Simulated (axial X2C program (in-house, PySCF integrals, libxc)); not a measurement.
# Bond lengths and stretching modes, held linear, of NTeN

Computed with an in-house all-electron X2C program for linear molecules (integrals from PySCF): two-component X2C with atomic mean-field Coulomb and Gaunt terms, Gaussian nuclei, basis N dyall-av3z, Te dyall-v3z with contracted cores. Spin-free rows use the one-electron spin-free X2C Hamiltonian.

Masses N 14.003, Te 129.906, N 14.003 u. States: 2c Ω = 0 (all partner blocks equally filled); spin-free M_S = 0, Λ = 0 (closed shell).

B3LYP, 2c: energies above the lowest point

```
r(N–Te) (Å)  r(Te–N) (Å)  E (meV)
     1.7716       1.7716   135.86
     1.7716       1.8170    67.51
     1.7716       1.8624    75.53
     1.8170       1.7716    67.51
     1.8170       1.8170     0.00
     1.8170       1.8624     9.08
     1.8170       1.9079    77.39
     1.8624       1.7716    75.53
     1.8624       1.8170     9.08
     1.8624       1.8624    19.45
     1.9079       1.8170    77.39
     1.9079       1.9079   160.78
```

Question: Fit a quadratic surface with cubic terms in each bond: where is the minimum, and what are the two stretching wavenumbers?

Answer: At B3LYP, 2c: bonds 1.833 and 1.833 Å; harmonic stretches 822.9 and 890.8 cm⁻¹; force constants 5.49, 5.49 and coupling 0.10 mdyn/Å.

The other levels and Hamiltonians give:

| Hamiltonian | level | r(N–Te) (Å) | r(Te–N) (Å) | lower stretch (cm⁻¹) | upper stretch (cm⁻¹) |
| --- | --- | --- | --- | --- | --- |
| 2c | PBE0 | 1.815 | 1.815 | 862.2 | 935.9 |
| spin-free | PBE0 | 1.814 | 1.814 | 865.9 | 938.1 |
| spin-free | B3LYP | 1.832 | 1.832 | 826.6 | 893.3 |

Each state is one determinant, the lowest of a limited PBE0 search; the stretches come from a fit to these few points and carry an uncertainty of a few per cent. Other orders of the atoms were not compared. Left out for rough or failed fits: HF 2c, MP2 2c, HF spin-free, MP2 spin-free. The molecule was held linear; bending was not examined, so a bent shape may lie lower.
